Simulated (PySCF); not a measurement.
One molecule, one basis, several functionals.

C₃H₅FSSi.
SMILES with atom numbers: `[F:1][Si@H:2]1[CH:3]=[CH:4][S:5][CH2:6]1` (hydrogens: H7 on Si2; H8 on C3; H9 on C4; H10, H11 on C6)

Geometry (PBE0-D3(BJ)/def2-SVP, Å), atoms numbered from 1 in this order:
```
atom  x, y, z in Å
F1    -1.3443   -1.5220   -0.9412
Si2   -0.4515   -0.7908    0.2129
C3     1.2820   -0.4659   -0.3084
C4     1.5125    0.8515   -0.4924
S5     0.3106    2.0861   -0.2074
C6    -1.0155    1.0063    0.4037
H7    -0.6589   -1.6171    1.4326
H8     2.0806   -1.1865   -0.4997
H9     2.4717    1.2575   -0.8357
H10   -1.9305    1.1935   -0.1795
H11   -1.2223    1.2589    1.4552
```

PySCF, def2-SVPD basis, density fitting, gas phase, PBE0-D3(BJ)/def2-SVP geometry; singlet excitations by full TDDFT with frozen cores, triplets by Tamm–Dancoff TDDFT and ionisation energies by ΔSCF, from the lowest of the holes tried. One functional is left out:

| functional | exact exchange (%) | HOMO energy (eV) | LUMO energy (eV) | lowest singlet excitation (eV) | lowest triplet excitation (eV) | dipole moment (D) | mean polarisability (au) | vertical ionisation energy (eV) |
| --- | --- | --- | --- | --- | --- | --- | --- | --- |
| LDA | 0 | -5.73 | -2.03 | 4.40 | 3.41 | 1.473 | 80.9 | 8.74 |
| PBE | 0 | -5.60 | -1.82 | 4.46 | 3.35 | 1.413 | 80.1 | 8.53 |
| PBE0 | 25 | -6.64 | -0.93 | 4.83 | 3.45 | 1.474 | 77.1 | 8.61 |
| BHandHLYP | 50 | -7.55 | 0.10 | 5.15 | 3.53 | 1.545 | 75.1 | 8.51 |

**Question.** Predict the row of B3LYP (20 % exact exchange) by straight lines through the other rows, and check it.

**Answer.** 
| property | line | computed | computed − line | PBE0 (25 %), for comparison |
| --- | --- | --- | --- | --- |
| HOMO energy (eV) | -6.43 | -6.42 | +0.01 | -6.64 |
| LUMO energy (eV) | -1.12 | -1.11 | +0.01 | -0.93 |
| lowest singlet excitation (eV) | 4.73 | 4.74 | +0.01 | 4.83 |
| lowest triplet excitation (eV) | 3.44 | 3.47 | +0.03 | 3.45 |
| dipole moment (D) | 1.479 | 1.476 | -0.003 | 1.474 |
| mean polarisability (au) | 78.2 | 77.9 | -0.3 | 77.1 |
| vertical ionisation energy (eV) | 8.59 | 8.61 | +0.02 | 8.61 |

**Question.** Which of these properties follows the share of exact exchange most closely, and which least?

**Answer.** Most closely the HOMO energy, least the vertical ionisation energy; the correlations over the tabulated rows are HOMO energy -0.998, LUMO energy 0.996, lowest singlet excitation 0.996, mean polarisability -0.984, lowest triplet excitation 0.945, dipole moment 0.872, vertical ionisation energy -0.542. The HOMO energy moves by -0.378 eV for every 10 %. Functionals with the same share still differ in their other parts: at 0 % LDA and PBE differ by 0.13 eV in it.
